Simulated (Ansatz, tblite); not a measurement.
Removing an electron: the cluster Cs₅⁻. Total charge -1; singlet. Geometry: PBE0/def2-TZVPD. Ansatz, gas phase; energy differences of separate SCF runs; the oxidised species was run as a doublet alone.

```xyz
5

Cs   -2.654    2.971   -3.592
Cs    0.903   -0.810    3.696
Cs    0.451   -0.726   -2.103
Cs   -2.090    2.720    1.835
Cs    3.389   -4.154    0.164
```

In the def2 sets Cs takes a core potential; there is no spin–orbit coupling. The xTB rows come from tblite. The structure comes from a short search, and lower isomers may exist.

Q: Estimate orbital energies and vertical ionisation energies at: GFN2-xTB; PBE/def2-TZVPD; PBE0/def2-TZVPD.

A: 
```
          level  −HOMO (eV)  vertical IE (eV)  −LUMO (eV)  HOMO–LUMO gap (eV)                                  remarks
       GFN2-xTB        0.58              2.00        0.11                0.47                                        –
 PBE/def2-TZVPD        0.03              0.94       -0.38                0.41                                        –
PBE0/def2-TZVPD        0.29              0.86       -0.66                0.95  spin-contaminated (⟨S²⟩ 0.89) (doublet)
```

Run but left out: r2SCAN/def2-TZVPD (singlet: restricted singlet, unstable towards broken spin symmetry).  Raw xTB energy differences between charge states are shifted by several eV; the methods need an empirical correction for them.
